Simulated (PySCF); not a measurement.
# What a mistake does to a calculation on CFH5Si2

All numbers below are calculated, not measured. They come from PySCF 2.14.0, an open-source quantum chemistry program, on an isolated molecule that a program drew, which may never have been made. The molecule is CFH5Si2 (charge 0, singlet), drawn as the SMILES string `F[Si]C[SiH3]`.

Each row is a Hartree-Fock (HF) and frozen-core CCSD(T) single point in the cc-pV(D+d)Z basis, meant for a local HF minimum. Run 1 is clean. Each other run has one planted mistake out of seven kinds, and not every kind appears here: one electron removed, one electron added, multiplicity raised by two, geometry at a saddle point, minimal basis STO-3G, one bond length entered in bohr, all coordinates scaled. The reference is restricted for singlets and unrestricted otherwise, and also for a bond in bohr. Adding or removing an electron swaps singlet and doublet. Electrons count all cores. HOMO and LUMO are orbital energies over both spins, the gradient is its largest component, and the lowest frequency (negative if imaginary) is given only where the gradient is small. Bond lengths are over the 8 bonds as drawn. T1 is the CCSD diagnostic: over 0.02 (restricted) or 0.045 (unrestricted) a single reference is doubtful.

Geometry of the clean run:
```xyz
9
CFH5Si2, angstrom
F     0.5345    0.2513   -2.3468
Si    1.4170    0.4333   -0.9817
C     0.2741   -0.4864    0.2081
Si   -1.4647    0.2260    0.4478
H     0.7639   -0.5623    1.1859
H     0.1430   -1.5071   -0.1809
H    -2.2928   -0.0144   -0.7527
H    -2.1166   -0.3973    1.6229
H    -1.3894    1.6896    0.6860
```

```
run,electrons,basis functions,<S^2>,HOMO (eV),LUMO (eV),gradient (hartree/bohr),lowest frequency (cm^-1),mean bond (Å),longest bond (Å),T1,HF (hartree),CCSD(T) (hartree),mistake
1,48,99,0.000,-9.22,1.11,9.8e-06,31,1.5074,1.894,0.0139,-718.11435,-718.69390,no fault
2,48,33,0.000,-6.05,6.43,3.1e-02,-,1.5074,1.894,0.0163,-709.55060,-709.74707,minimal basis STO-3G
3,49,99,0.777,-0.45,8.30,4.8e-02,-,1.5074,1.894,0.0152,-718.10157,-718.68372,?
4,48,99,2.005,-7.70,0.09,1.8e-02,-,1.5074,1.894,0.0168,-718.06256,-718.61631,?
```

**Which mistake was planted in run 3, and what did it cost?**

It counts 49 electrons, one more than the clean run, at the same geometry and basis. So the mistake is: one electron added. Subtracting run 1 and multiplying by 627.51 kcal/mol a hartree, the energy moved by 8.0 kcal/mol in HF and 6.4 kcal/mol in CCSD(T).

**Which mistake was planted in run 4, and what did it cost?**

Electrons, basis and geometry are unchanged, and <S^2> is 2.005, beside S(S+1) = 2.00 for a multiplicity of 3. So the mistake is: multiplicity raised by two. Subtracting run 1 and multiplying by 627.51 kcal/mol a hartree, the energy moved by 32.5 kcal/mol in HF and 48.7 kcal/mol in CCSD(T).

Cautions from the logs. Run 3: the added electron raises the CCSD(T) energy, so it isn't bound in this basis.
